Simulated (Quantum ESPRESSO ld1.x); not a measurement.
Values are calculated unless marked as measured or tabulated.
Question: These are the eigenvalues of the occupied orbitals of an atom or ion with whole-number occupations (hartree). Code: ld1.x of Quantum ESPRESSO 7.5. Model: scalar-relativistic Kohn-Sham, LDA (Slater exchange, Perdew-Zunger correlation), spin-polarised, spherical densities, point nucleus.

1s up: -1797.57
1s down: -1797.57
2s up: -313.409
2s down: -313.307
2p up: -281.712
2p down: -281.628
3s up: -85.5455
3s down: -85.4768
3p up: -75.6831
3p down: -75.6103
3d up: -62.5531
3d down: -62.4598
4s up: -32.3964
4s down: -32.1446
4p up: -28.9317
4p down: -28.6833
4d up: -24.1363
4d down: -23.8913

Which element is it, and in what charge state? The configuration may be excited. Open shells, if any, are filled with parallel spins first.

Answer: Z = 63, europium, charge +21: Eu21+ in [Kr] 4d6. The list shows which subshells hold electrons but not how many an open one holds; the 1s level, -1797.6 hartree, gives Z - s = 60.0 by -(Z - s)^2/2, which with screening and relativity narrows Z to a few neighbours, and the depths of the outer levels then fix element, charge and occupations together.
